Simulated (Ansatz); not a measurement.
Start from `[OH][Al-]1([OH])[O]C(C(F)(F)F)=CC(C(F)(F)F)=[O+]1` and change one atom or group to get `FC(F)(F)C1=CC(C(F)(F)F)=[O+][Ga-]([F])([F])[O]1`.

Ansatz, PBE0-D4/def2-TZVP geometries, multiplicity 1. Each molecule was computed in one conformer, which needn't be the lowest.

Scalar relativity is left out up to krypton.

```tsv
property	`[OH][Al-]1([OH])[O]C(C(F)(F)F)=CC(C(F)(F)F)=[O+]1`
size of the dipole moment (B3LYP/def2-TZVPP) / D	2.11
HOMO–LUMO gap (B3LYP/def2-TZVPP) / eV	4.70
size of the dipole moment (PBE/def2-TZVPP) / D	1.87
HOMO energy (ωB97M-V/def2-TZVPP) / eV	-10.87
LUMO energy (ωB97M-V/def2-TZVPP) / eV	-1.40
HOMO energy (PBE0/def2-TZVPP) / eV	-8.71
```

Problem. What does the change do to each property? (Best estimate.)

Solution. Computed: 
```csv
property,`FC(F)(F)C1=CC(C(F)(F)F)=[O+][Ga-]([F])([F])[O]1`,shift
size of the dipole moment (B3LYP/def2-TZVPP) / D,3.82,1.71
HOMO–LUMO gap (B3LYP/def2-TZVPP) / eV,4.84,0.14
size of the dipole moment (PBE/def2-TZVPP) / D,3.64,1.77
HOMO energy (ωB97M-V/def2-TZVPP) / eV,-11.28,-0.41
LUMO energy (ωB97M-V/def2-TZVPP) / eV,-1.80,-0.40
HOMO energy (PBE0/def2-TZVPP) / eV,-9.18,-0.47
```

With PBE0 the HOMO falls by 0.47 eV and the LUMO falls by 0.42 eV, so the gap widens by about 0.05 eV. PBE moves the HOMO by -0.92 eV and ωB97M-V by -0.41 eV. Dipoles are sizes alone; their direction can turn.

B3LYP here is the variant with VWN-RPA as its local correlation; programs differ in this.
